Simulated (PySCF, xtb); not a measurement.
GeH₅Si, SMILES [SiH2][GeH3] (connectivity only; charge and spin as stated), charge +1, multiplicity 1.

Harmonic wavenumbers (cm⁻¹) from xtb with GFN2-xTB at its own minimum, in rising order: 7, 262, 317, 379, 463, 559, 677, 789, 809, 811, 2013, 2079, 2089, 2252, 2269.

### Question
What does PBE0-D3(BJ)/def2-TZVP (PySCF) give at its own minimum? (The exact figures need the calculation; the answer reports its results.)

### Answer
46, 293, 342, 346, 566, 649, 737, 844, 853, 960, 2165, 2211, 2230, 2253, 2292. Paired by order, the mean absolute difference is 72 cm⁻¹ and the zero-point energies are 22.6 and 24.0 kcal/mol.
